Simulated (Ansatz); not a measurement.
```xyz
5

Cl    2.095    0.117    0.661
Ga    0.000    0.000    0.000
Cl   -0.073   -0.692   -2.087
Cl   -1.095   -1.415    1.280
Cl   -0.928    1.989    0.146
```

Total charge -1; spin multiplicity 1.

Problem. List the ωB97M-V/def2-TZVPPD orbital energies in eV (Ansatz 0.2.0). (An estimate is asked.)

Solution. Ansatz gave: Occupied: -10150.48, -2767.38, -2767.38, -2767.38, -2767.38, -1253.85, -1107.97, -1107.97, -1107.97, -257.77, -257.77, -257.77, -257.77, -195.22, -195.22, -195.22, -195.22, -195.12, -195.12, -195.12, -195.12, -195.12, -195.12, -195.12, -195.12, -151.33, -103.67, -103.67, -103.67, -23.05, -23.05, -23.05, -22.75, -22.75, -21.42, -20.49, -20.49, -20.49, -11.46, -8.75, -8.75, -8.75, -7.51, -7.51, -7.13, -7.13, -7.13, -6.84, -6.84, -6.84. Lowest empty: 3.45, 3.99, 3.99, 3.99, 4.58, 4.58, 4.90, 4.90.
